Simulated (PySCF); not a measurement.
Species: C₄H₃F₅O.
Z-matrix (Å and degrees, GFN2-xTB geometry), rows numbered from 1:
```
F 
C   1  1.3360
F   2  1.3302  1  109.94
C   2  1.3246  1  127.93  3  -179.97
O   4  1.3530  2  129.51  1     0.00
C   5  1.4084  4  118.12  2     0.01
C   6  1.5273  5  106.87  4   179.89
F   7  1.3334  6  112.34  5   -60.57
F   7  1.3403  6  110.41  5   179.99
F   7  1.3334  6  112.32  5    60.56
H   4  1.0794  2  118.81  1   179.98
H   6  1.0976  5  112.03  4    61.70
H   6  1.0977  5  112.00  4   -61.92
```

The closed-shell SCF was solved with PySCF and density fitting under several settings on one GFN2-xTB geometry (grid level 2 and gas phase unless stated).

| settings | basis functions | SCF cycles | E (Eh) | HOMO (eV) | LUMO (eV) | dipole (D) |
| --- | --- | --- | --- | --- | --- | --- |
| PBE/pcSseg-1, energy threshold 1e-07 Eh | 185 | 10 | -727.8486 | -5.75 | -0.35 | 1.08 |
| PBE0/3-21G | 96 | 14 | -723.9277 | -6.75 | 1.00 | 1.25 |
| BP86/pcSseg-1, grid level 3 | 185 | 15 | -728.5754 | -5.89 | -0.47 | 1.09 |
| PW91/pcSseg-1 | 185 | 16 | -728.3728 | -5.83 | -0.44 | 1.08 |

Task: Estimate the row for these settings: KT3/6-31G*.

Result: 
```tsv
settings	basis functions	SCF cycles	E (Eh)	HOMO (eV)	LUMO (eV)	dipole (D)
KT3/6-31G*	146	15	-737.8876	-5.42	0.18	1.03
```

Task: Over all rows, what range does the HOMO–LUMO gap span?

Result: From 5.39 eV (PW91/pcSseg-1) to 7.75 eV (PBE0/3-21G). The functional of the narrowest has no exact exchange, that of the widest 25 % exact exchange.

Task: And the dipole moment?

Result: From 1.03 D (KT3/6-31G*) to 1.25 D (PBE0/3-21G); the largest is 1.21 times the smallest, and the median is 1.08 D.

Cycle counts include a coarse-grid stage where the run had one. All basis functions are spherical, in the Pople sets too. KT3 was designed for NMR shieldings or shifts; total energies of different functionals aren't comparable.

One conformer stands for the species.
